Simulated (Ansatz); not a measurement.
Isomers of ClF₂GeH₃Si, relaxed with PBE0-D4/def2-TZVP in Ansatz; electronic energies, one conformer each and not always the lowest. Functionals use def2-TZVPP; CBS adds triple-zeta CCSD(T) − MP2 to the MP2 limit of def2-TZVPP and def2-QZVPP.

Outer-core shells of Ge are correlated without core-valence functions. Scalar relativity is left out up to krypton. Spin–orbit coupling is left out.

Task: Order them by energy at frozen-core CCSD(T)/CBS, lowest first. (Estimate.)
A. `F[Si](F)(Cl)[GeH3]`
B. `F[SiH2][GeH]([F])[Cl]`
C. `[F][Ge]([F])([SiH3])[Cl]`

Result: A (0.0 kcal/mol), B (32.8 kcal/mol), C (42.3 kcal/mol).

Task: How do PBE-D4, B2PLYP, PBE0-D4, HF/CBS(def2) place them (kcal/mol, against `F[Si](F)(Cl)[GeH3]`)? (Estimate.)

Result: Computed: 
```json
{"isomer": "`F[SiH2][GeH]([F])[Cl]`", "PBE-D4": "30.2", "B2PLYP": "30.5", "PBE0-D4": "31.3", "HF/CBS(def2)": "28.6"}
{"isomer": "`[F][Ge]([F])([SiH3])[Cl]`", "PBE-D4": "37.7", "B2PLYP": "39.3", "PBE0-D4": "39.7", "HF/CBS(def2)": "38.9"}
```
